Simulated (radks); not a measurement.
Task: The table gives one normalised radial function P(r) = r R(r) of Ga4+ in [Ar] 3d9 (r in bohr). All-electron calculation, scalar-relativistic Kohn-Sham, HCTH/407, spin-polarised, spherical densities, finite nucleus; open shells are filled with parallel spins first; Fermi nuclear charge, rms radius 3.9973 fm. Program: a radial shooting solver on a logarithmic mesh with Libxc functionals.

r         P
0.003104   0.0036
0.004593   0.0074
0.006744   0.0151
0.009981   0.0307
0.01477    0.0613
0.02169    0.1169
0.03209    0.2153
0.0475     0.3672
0.06973    0.5525
0.1032     0.6942
0.1527     0.6062
0.2242     0.1221
0.3318    -0.6816
0.4911    -1.2725
0.721     -1.1841
1.067     -0.6306
1.579     -0.1772
2.318     -0.0229
3.431     -0.0008
5.078     0.0000

Which n and l does it have? It may be an empty orbital.

Result: n = 3, l = 1: the number of nodes gives n - l - 1 = 1, the rise at small r (about r^(l+1)) gives l, and the extent must fit the shell. The curve is that of 3p down; the table hardly tells the two spins apart. 3p down: eigenvalue -156.98 eV, 1 radial node at r = 0.239 bohr, <r> = 0.669 bohr, 90 % of the charge inside 1.03 bohr.
